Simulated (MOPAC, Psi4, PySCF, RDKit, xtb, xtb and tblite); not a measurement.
Torsional profile of C10H10O2, SMILES C=Cc1cccc(C(=O)OC)c1, singlet. Scanned: dihedral C1–C2–C3–C4; all other coordinates were relaxed at GFN2-xTB. Points at φ and −φ are mirror images.

Geometry of the scan point at -160° (Å):
```
22

C      0.7632    -3.0566    -2.1249
C      1.6536    -2.1756    -1.6876
C      1.3586    -0.9962    -0.8793
C      2.2794     0.0530    -0.8376
C      2.0278     1.1954    -0.0993
C      0.8553     1.3163     0.6238
C     -0.0700     0.2751     0.6028
C     -1.3408     0.3393     1.3632
O     -2.1759    -0.5325     1.3717
O     -1.4741     1.4834     2.0537
C     -2.6697     1.6131     2.8061
C      0.1836    -0.8691    -0.1443
H      1.0553    -3.8970    -2.7309
H     -0.2870    -2.9737    -1.9036
H      2.6947    -2.2885    -1.9647
H      3.2001    -0.0299    -1.3980
H      2.7525     1.9963    -0.0861
H      0.6518     2.2021     1.2041
H     -2.6202     2.5839     3.2926
H     -2.7399     0.8147     3.5480
H     -3.5400     1.5564     2.1488
H     -0.5492    -1.6608    -0.1253
```

Levels of theory: GFN2-xTB (xtb and tblite); MMFF94 // GFN2-xTB (RDKit); PBE/def2-SVP // GFN2-xTB (Psi4); PBE-D3(BJ)/def2-SVP // GFN2-xTB (Psi4); UFF // GFN2-xTB (RDKit); PM3, restricted, heats of formation // GFN2-xTB (MOPAC); GFN1-xTB // GFN2-xTB (xtb); RKS-B3LYP/6-31G* = restricted B3LYP/6-31G*, spherical d, density fitting // GFN2-xTB (PySCF); RKS-B3LYP/6-311+G** = restricted B3LYP/6-311+G**, spherical d, density fitting // GFN2-xTB in PySCF 2.14.0; RHF/STO-3G = restricted Hartree-Fock/STO-3G // GFN2-xTB in PySCF.

Least-squares fit of E(φ) = a0 + Σ (a_n cos nφ + b_n sin nφ), n = 1 to 4, to the 18 scan points, in kJ/mol above the lowest point of each profile (levels whose profile four harmonics don't fit are not listed):

| method | a0 | a1 | b1 | a2 | b2 | a3 | b3 | a4 | b4 | rms of fit |
|---|---|---|---|---|---|---|---|---|---|---|
| GFN2-xTB | 5.48 | 0.10 | 0.00 | -6.94 | 0.00 | 0.05 | 0.00 | 1.63 | 0.00 | 0.02 |
| MMFF94 | 1.80 | -0.17 | 0.00 | -1.94 | 0.00 | 0.23 | 0.00 | 1.21 | 0.00 | 0.13 |
| PBE/def2-SVP | 9.61 | -0.01 | 0.00 | -10.96 | 0.00 | 0.07 | 0.00 | 1.55 | 0.00 | 0.08 |
| PBE-D3(BJ)/def2-SVP | 9.71 | 0.08 | 0.00 | -11.06 | 0.00 | 0.04 | 0.00 | 1.62 | 0.00 | 0.09 |
| UFF | 7.28 | 0.12 | 0.00 | -10.05 | 0.00 | -0.15 | 0.00 | 3.69 | 0.00 | 0.14 |
| PM3 | 1.61 | -0.06 | 0.00 | -2.19 | 0.00 | 0.09 | 0.00 | 0.67 | 0.00 | 0.18 |
| GFN1-xTB | 5.29 | 0.11 | 0.00 | -6.48 | 0.00 | -0.03 | 0.00 | 1.30 | 0.00 | 0.02 |
| RKS-B3LYP/6-31G* | 7.82 | -0.14 | 0.00 | -9.49 | 0.00 | 0.08 | 0.00 | 1.72 | 0.00 | 0.02 |
| RKS-B3LYP/6-311+G** | 6.85 | -0.13 | 0.00 | -8.41 | 0.00 | 0.07 | 0.00 | 1.60 | 0.00 | 0.03 |
| RHF/STO-3G | 6.91 | 0.06 | 0.00 | -8.30 | 0.00 | 0.01 | 0.00 | 1.40 | 0.00 | 0.07 |
